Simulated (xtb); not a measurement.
A run for xtb: GFN2-xTB on SbC, 2S+1 = 2, a spin state set in the input, which need not be the lowest, a point of a bond scan (R = 1.747 Å).

```
$ xtb mol.xyz --gfn 2 --sp --chrg 0 --uhf 1
2

C      0.00000000     0.00000000     0.00000000
Sb     0.00000000     0.00000000     1.74655200
```

The log:

```
[...]
           -------------------------------------------------
          |                Calculation Setup                |
           -------------------------------------------------



           -------------------------------------------------
          |                 G F N 2 - x T B                 |
           -------------------------------------------------

        Reference                      10.1021/acs.jctc.8b01176
      * Hamiltonian:
        H0-scaling (s, p, d)           1.850000    2.230000    2.230000
        zeta-weighting                 0.500000
      * Dispersion:
        s8                             2.700000
        a1                             0.520000
        a2                             5.000000
        s9                             5.000000
      * Repulsion:
        kExp                           1.500000    1.000000
        rExp                           1.000000
      * Coulomb:
        alpha                          2.000000
        third order                    shell-resolved
        anisotropic                    true
        a3                             3.000000
        a5                             4.000000
        cn-shift                       1.200000
        cn-exp                         4.000000
        max-rad                        5.000000


          ...................................................
          :                      SETUP                      :
          :.................................................:
          :  # basis functions                  14          :
          :  # atomic orbitals                  13          :
          :  # shells                            5          :
          :  # electrons                         9          :
          :  max. iterations                   250          :
          :  Hamiltonian                  GFN2-xTB          :
          :  restarted?                      false          :
          :  GBSA solvation                  false          :
          :  PC potential                    false          :
          :  electronic temp.          300.0000000     K    :
          :  accuracy                    1.0000000          :
          :  -> integral cutoff          0.2500000E+02      :
          :  -> integral neglect         0.1000000E-07      :
          :  -> SCF convergence          0.1000000E-05 Eh   :
          :  -> wf. convergence          0.1000000E-03 e    :
          :  Broyden damping             0.4000000          :
          :  net charge                          0          :
          :  unpaired electrons                  1          :
          ...................................................

 iter      E             dE          RMSdq      gap      omega  full diag
   1     -4.0703446 -0.407034E+01  0.272E+01    2.45       0.0  T
   2     -3.3965279  0.673817E+00  0.260E+01    3.88       1.0  T
   3     -3.5573937 -0.160866E+00  0.179E+01    2.47       1.0  T
   4     -4.2081890 -0.650795E+00  0.988E+00    2.86       1.0  T
   5     -4.2204217 -0.122327E-01  0.378E+00    2.84       1.0  T
   6     -4.2262602 -0.583855E-02  0.282E+00    2.81       1.0  T
   7     -4.2262150  0.452348E-04  0.129E+00    2.82       1.0  T
   8     -4.2271269 -0.911884E-03  0.143E-01    2.80       1.0  T
   9     -4.2271353 -0.837158E-05  0.510E-02    2.80       1.4  T
  10     -4.2271372 -0.195044E-05  0.150E-02    2.80       4.7  T
  11     -4.2271373 -0.650305E-07  0.975E-03    2.80       7.2  T
  12     -4.2271373 -0.328873E-07  0.323E-03    2.80      21.9  T
  13     -4.2271373 -0.242638E-09  0.209E-04    2.80     337.9  T
  14     -4.2271373  0.612843E-13  0.620E-05    2.80    1140.7  T

   *** convergence criteria satisfied after 14 iterations ***

         #    Occupation            Energy/Eh            Energy/eV
      -------------------------------------------------------------
         1        2.0000           -0.7783927             -21.1811
         2        2.0000           -0.4949157             -13.4673
         3        1.9996           -0.3658038              -9.9540
         4        1.9996           -0.3658038              -9.9540
         5        1.0008           -0.3515366              -9.5658 (HOMO)
         6                         -0.2486022              -6.7648 (LUMO)
         7                         -0.2486022              -6.7648
         8                         -0.0305894              -0.8324
         9                         -0.0106466              -0.2897
        10                         -0.0106466              -0.2897
       ...                                ...                  ...
        13                          0.6057544              16.4834
      -------------------------------------------------------------
                  HL-Gap            0.1029345 Eh            2.8010 eV
             Fermi-level           -0.3292051 Eh           -8.9581 eV

 SCC (total)                   0 d,  0 h,  0 min,  0.003 sec
 SCC setup                      ...        0 min,  0.000 sec (  5.966%)
 Dispersion                     ...        0 min,  0.000 sec (  1.256%)
 classical contributions        ...        0 min,  0.000 sec (  1.073%)
 integral evaluation            ...        0 min,  0.001 sec ( 14.751%)
 iterations                     ...        0 min,  0.002 sec ( 65.176%)
 molecular gradient             ...        0 min,  0.000 sec (  8.588%)
 printout                       ...        0 min,  0.000 sec (  2.637%)

         :::::::::::::::::::::::::::::::::::::::::::::::::::::
         ::                     SUMMARY                     ::
         :::::::::::::::::::::::::::::::::::::::::::::::::::::
         :: total energy              -4.145413084918 Eh    ::
         :: gradient norm              0.238217897730 Eh/a0 ::
         :: HOMO-LUMO gap              2.800989234488 eV    ::
         ::.................................................::
         :: SCC energy                -4.227137317802 Eh    ::
         :: -> isotropic ES            0.004386719043 Eh    ::
         :: -> anisotropic ES          0.002891945930 Eh    ::
         :: -> anisotropic XC         -0.003652678303 Eh    ::
         :: -> dispersion             -0.000790740664 Eh    ::
         :: repulsion energy           0.081724232885 Eh    ::
         :: add. restraining           0.000000000000 Eh    ::
         :: total charge              -0.000000000000 e     ::
         :::::::::::::::::::::::::::::::::::::::::::::::::::::

           -------------------------------------------------
          |                Property Printout                |
           -------------------------------------------------

    * Orbital Energies and Occupations

         #    Occupation            Energy/Eh            Energy/eV
      -------------------------------------------------------------
         1        2.0000           -0.7783927             -21.1811
         2        2.0000           -0.4949157             -13.4673
         3        1.9996           -0.3658038              -9.9540
         4        1.9996           -0.3658038              -9.9540
         5        1.0008           -0.3515366              -9.5658 (HOMO)
         6                         -0.2486022              -6.7648 (LUMO)
         7                         -0.2486022              -6.7648
         8                         -0.0305894              -0.8324
         9                         -0.0106466              -0.2897
        10                         -0.0106466              -0.2897
        11                          0.0623918               1.6978
        12                          0.0623918               1.6978
        13                          0.6057544              16.4834
      -------------------------------------------------------------
Note: The following floating-point exceptions are signalling: IEEE_DENORMAL
normal termination of xtb
                  HL-Gap            0.1029345 Eh            2.8010 eV
             Fermi-level           -0.3292051 Eh           -8.9581 eV

     #   Z          covCN         q      C6AA      α(0)
     1   6 C        0.909    -0.191    41.718    10.808
     2  51 Sb       0.909     0.191   440.610    41.846

 Mol. C6AA /au·bohr⁶  :        749.604934
 Mol. C8AA /au·bohr⁸  :      63379.988279
 Mol. α(0) /au        :         52.654499


Wiberg/Mayer (AO) data.
largest (>0.10) Wiberg bond orders for each atom

 ---------------------------------------------------------------------------
     #   Z sym  total        # sym  WBO       # sym  WBO       # sym  WBO
 ---------------------------------------------------------------------------
     1   6 C    3.103 --     2 Sb   3.103
     2  51 Sb   3.103 --     1 C    3.103
 ---------------------------------------------------------------------------

Topologies differ in total number of bonds
Writing topology from bond orders to xtbtopo.mol

molecular dipole:
                 x           y           z       tot (Debye)
 q only:        0.000       0.000       0.629
   full:        0.000      -0.000       1.485       3.774
molecular quadrupole (traceless):
                xx          xy          yy          xz          yz          zz
 q only:       -1.038       0.000      -1.038       0.000       0.000       2.076
  q+dip:       -4.157       0.000      -4.157       0.000      -0.000       8.313
   full:       -2.478      -0.000      -2.478      -0.000      -0.000       4.957


           -------------------------------------------------
          | TOTAL ENERGY               -4.145413084918 Eh   |
          | GRADIENT NORM               0.238217897730 Eh/α |
          | HOMO-LUMO GAP               2.800989234488 eV   |
           -------------------------------------------------

------------------------------------------------------------------------
------------------------------------------------------------------------
 total:
 SCF:
```

The run finished.

Cost: very roughly 0.06 core-seconds.
